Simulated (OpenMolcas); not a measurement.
# 4s² 4p along the 31-electron sequence

```
Program             : OpenMolcas
Method              : XMS-CASPT2, IPEA 0.25 Eh, imaginary shift 0.1 Eh
Basis               : ANO-RCC-VTZP
Scalar Hamiltonian  : DKH2, point nucleus
Spin-orbit coupling : RASSI with atomic mean-field integrals over the reference wave functions, term energies averaged over their components
```

Active space for each ion: 1 electron in 3 orbitals (4p); closed shells correlated by CASPT2: 3d 4s.

Computed levels in cm-1 above ²P°_1/2:

```json
{"Level": "²P°_3/2", "Ga": "738", "Ge+": "1543", "As2+": "2670", "Se3+": "4010", "Br4+": "5680", "Kr5+": "7550"}
{"Level": "weight of ²P° in the lowest level (%)", "Ga": "100", "Ge+": "100", "As2+": "100", "Se3+": "100", "Br4+": "100", "Kr5+": "100"}
```

Measured, with the error of the calculation in %. Measured levels: Ga, Ge+ from NIST Handbook of Basic Atomic Spectroscopic Data; As2+, Se3+, Br4+ from Moore, Atomic Energy Levels, vol. II, NSRDS-NBS 35 (1971 reprint of NBS Circular 467, 1952); Kr5+ from Saloman, J. Phys. Chem. Ref. Data 36, 215 (2007).

| Level | Ga | Ge+ | As2+ | Se3+ | Br4+ | Kr5+ |
| --- | --- | --- | --- | --- | --- | --- |
| ²P°_3/2 | 826 (-10.6) | 1767 (-12.7) | 2940 (-9.3) | 4376 (-8.3) | 6090 (-6.7) | 8110 (-7.0) |

The fine-structure level ²P°_3/2 changes by a factor of 10.2 from Ga to Kr5+. Its fourth root runs 5.21, 6.27, 7.19, 7.96, 8.68, 9.32, with steps per unit of Z of 1.06, 0.92, 0.77, 0.72, 0.64; equal steps would mean a (Z - σ)^4 law with constant σ.

CASPT2 does not keep the components of a term degenerate, so their means are used; among the terms shown or strongly mixed into the levels shown the widest spread is 45 cm-1 (4s² 4p ²P°, Kr5+). With one active electron, CASPT2 adds the correlation within the correlated inactive shells and between them and that electron, and leaves the splitting within a term as the reference gives it. Measured partners are found by configuration, term and J. A level has none where our copy of the source lacks it or the pairing is in doubt (some pairs that miss far off the trend of their configuration count as doubtful), and it then counts in no deviation. Only configurations of the active space appear.

° marks odd parity.
